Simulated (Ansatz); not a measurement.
Q: Predict a relaxed structure of SnCl₂, charge 0, singlet, at PBE-D4/def2-TZVP (Ansatz).

A: 
```xyz
3

Sn    0.3861    0.6010    0.7464
Cl    0.2027    0.9757   -1.6056
Cl   -0.5889   -1.5767    0.8592
```
Point group C2v (tolerance 0.1 Å). This is one stationary point.

In the def2 sets Sn takes a core potential; there is no spin–orbit coupling.
